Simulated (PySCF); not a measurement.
C4H12SiTe, singlet, at a GFN2-xTB geometry (all electrons, no relativity), with bond 11-4 at 1.8 times its length; CASSCF(8,8)/STO-3G (PySCF).

Input for PySCF:
```python
from pyscf import gto, scf, mcscf
import numpy

mol = gto.M(
    atom='''
Te    0.095343    0.326569    0.834809
C    -0.026414   -1.338087   -0.604041
C    -0.046030   -2.622743    0.205980
C    -1.298666   -1.223760   -1.424211
C     1.188248   -1.319588   -1.514447
H    -0.095043   -3.486534   -0.458057
H    -0.910283   -2.652678    0.866318
H     0.852351   -2.712897    0.813180
H    -2.177100   -1.201869   -0.781768
H    -1.291653   -0.322069   -2.034058
H    -1.464455   -2.768734   -2.626261
H     1.227665   -0.402296   -2.098624
H     2.107297   -1.403478   -0.937531
H     1.148118   -2.159687   -2.209851
Si   -0.187204    2.191666   -0.795466
H     0.102247    3.407729   -0.047782
H    -1.543303    2.283901   -1.341344
H     0.730682    2.092103   -1.931685
''',
    basis='sto-3g',
    charge=0,
    spin=0,
    verbose=4,
)

mf = scf.RHF(mol)
mf.kernel()
mc = mcscf.CASSCF(mf, 8, 8)
mc.fix_spin_(ss=0.0)
mc.kernel()
occ = numpy.linalg.eigvalsh(mc.fcisolver.make_rdm1(mc.ci, mc.ncas, mc.nelecas))[::-1]
ss = mc.fcisolver.spin_square(mc.ci, mc.ncas, mc.nelecas)[0]
print('natural occupations', occ.round(4), ' <S^2>', round(ss, 4))
```

Problem. What does PySCF print? Leave out banner, timings and long lists.

Solution. 
```
PySCF version 2.14.0

[INPUT] verbose = 4
[INPUT] num. atoms = 18
[INPUT] num. electrons = 102
[INPUT] charge = 0
[INPUT] spin (= nelec alpha-beta = 2S) = 0
[INPUT] symmetry False subgroup None
[INPUT] Mole.unit = angstrom
[INPUT] Symbol           X                Y                Z      unit          X                Y                Z       unit  Magmom
[...]
nuclear repulsion = 700.297626886216
number of shells = 40
number of NR pGTOs = 204
number of NR cGTOs = 68
basis = sto-3g
ecp = {}

******** <class 'pyscf.scf.hf.RHF'> ********
method = RHF
initial guess = minao
damping factor = 0
level_shift factor = 0
DIIS = <class 'pyscf.scf.diis.CDIIS'>
diis_start_cycle = 1
diis_space = 8
diis_damp = 0
SCF conv_tol = 1e-09
SCF conv_tol_grad = None
SCF max_cycles = 50
direct_scf = True
direct_scf_tol = 1e-13
Set gradient conv threshold to 3.16228e-05
Initial guess from minao.
init E= -6969.14052028601
[...]
cycle= 1 E= -6989.01327428327  delta_E= -19.9  |g|= 0.464  |ddm|= 4.81
[...]
cycle= 2 E= -6989.1704590274  delta_E= -0.157  |g|= 0.118  |ddm|= 1.47
[...]
cycle= 3 E= -6989.17798350639  delta_E= -0.00752  |g|= 0.0349  |ddm|= 0.26
[...]
cycle= 4 E= -6989.17893527787  delta_E= -0.000952  |g|= 0.012  |ddm|= 0.105
[...]
cycle= 5 E= -6989.17901510415  delta_E= -7.98e-05  |g|= 0.00302  |ddm|= 0.0264
[...]
cycle= 6 E= -6989.17902344459  delta_E= -8.34e-06  |g|= 0.000991  |ddm|= 0.0102
[...]
cycle= 7 E= -6989.17902402601  delta_E= -5.81e-07  |g|= 0.000269  |ddm|= 0.00244
[...]
cycle= 8 E= -6989.17902407102  delta_E= -4.5e-08  |g|= 5.2e-05  |ddm|= 0.000666
[...]
cycle= 9 E= -6989.17902407395  delta_E= -2.93e-09  |g|= 1.18e-05  |ddm|= 0.000203
[...]
cycle= 10 E= -6989.17902407415  delta_E= -2e-10  |g|= 3.45e-06  |ddm|= 5.33e-05
[...]
Extra cycle  E= -6989.17902407416  delta_E= -1.82e-12  |g|= 1.58e-06  |ddm|= 1.29e-05
converged SCF energy = -6989.17902407416

******** <class 'pyscf.mcscf.mc1step.CASSCF'> ********
CAS (4e+4e, 8o), ncore = 47, nvir = 13
max_cycle_macro = 50
max_cycle_micro = 4
conv_tol = 1e-07
conv_tol_grad = None
orbital rotation max_stepsize = 0.02
orbital rotation threshold for CI restart = 0.01
augmented hessian ah_max_cycle = 30
augmented hessian ah_conv_tol = 1e-12
augmented hessian ah_linear dependence = 1e-14
augmented hessian ah_level shift = 1e-08
augmented hessian ah_start_tol = 2.5
augmented hessian ah_start_cycle = 3
augmented hessian ah_grad_trust_region = 3
kf_trust_region = 3
kf_interval = 4
ci_response_space = 4
ci_grad_trust_region = 3
[...]
CASCI E = -6989.27513863865  S^2 = 0.0000000
[...]
               |grad[o]|=0.0226  |grad[c]|=0.0293  |ddm|=0.00779  |maxRot[o]|=0.139
macro iter   3 ( 21 JK    4 micro), CASSCF E = -6989.29580618287  dE = -9.77344220e-04  S^2 = 0.0000000
               |grad[o]|=0.00812  |grad[c]|=0.0219  |ddm|=0.00386  |maxRot[o]|=0.303
macro iter   4 ( 21 JK    4 micro), CASSCF E = -6989.29688656335  dE = -1.08038048e-03  S^2 = 0.0000000
               |grad[o]|=0.00341  |grad[c]|=0.00975  |ddm|=0.0175  |maxRot[o]|=0.312
macro iter   5 ( 21 JK    4 micro), CASSCF E = -6989.30140989938  dE = -4.52333603e-03  S^2 = 0.0000000
               |grad[o]|=0.00393  |grad[c]|=0.0249  |ddm|=0.0721  |maxRot[o]|=0.238
macro iter   6 ( 21 JK    4 micro), CASSCF E = -6989.30687017887  dE = -5.46027949e-03  S^2 = 0.0000000
               |grad[o]|=0.0114  |grad[c]|=0.00979  |ddm|=0.00789  |maxRot[o]|= 0.22
macro iter   7 ( 21 JK    4 micro), CASSCF E = -6989.30962241982  dE = -2.75224095e-03  S^2 = 0.0000000
               |grad[o]|=0.00951  |grad[c]|=0.00614  |ddm|=0.00463  |maxRot[o]|=0.159
macro iter   8 ( 19 JK    4 micro), CASSCF E = -6989.31015806626  dE = -5.35646435e-04  S^2 = 0.0000000
               |grad[o]|=0.00449  |grad[c]|=0.00443  |ddm|=0.00229  |maxRot[o]|=0.0766
macro iter   9 ( 14 JK    4 micro), CASSCF E = -6989.31030626401  dE = -1.48197752e-04  S^2 = 0.0000000
               |grad[o]|=0.00239  |grad[c]|=0.00256  |ddm|=0.000867  |maxRot[o]|=0.0402
macro iter  10 ( 12 JK    3 micro), CASSCF E = -6989.31033121302  dE = -2.49490131e-05  S^2 = 0.0000000
               |grad[o]|=0.00087  |grad[c]|=0.000432  |ddm|=0.000358  |maxRot[o]|=0.019
macro iter  11 (  8 JK    1 micro), CASSCF E = -6989.31033185011  dE = -6.37085577e-07  S^2 = 0.0000000
               |grad[o]|=0.000132  |grad[c]|=0.000174  |ddm|=9.51e-05  |maxRot[o]|=0.00382
macro iter  12 (  3 JK    1 micro), CASSCF E = -6989.31033185460  dE = -4.49381332e-09  S^2 = 0.0000000
               |grad[o]|=3.31e-05  |grad[c]|=1.64e-05  |ddm|=    0  |maxRot[o]|=0.000155
1-step CASSCF converged in  12 macro (203 JK  41 micro) steps
CASSCF canonicalization
Density matrix diagonal elements [1.90430442 1.91023001 1.8551038  1.95733543 0.25319769 0.05280323
 0.0427785  0.02424691]
CASSCF energy = -6989.31033185460
CASCI E = -6989.31033185460  E(CI) = -9.60485378025896  S^2 = 0.0000000
natural occupations [1.9789 1.9738 1.9574 1.7186 0.2811 0.0428 0.0278 0.0196]  <S^2> 0.0
```
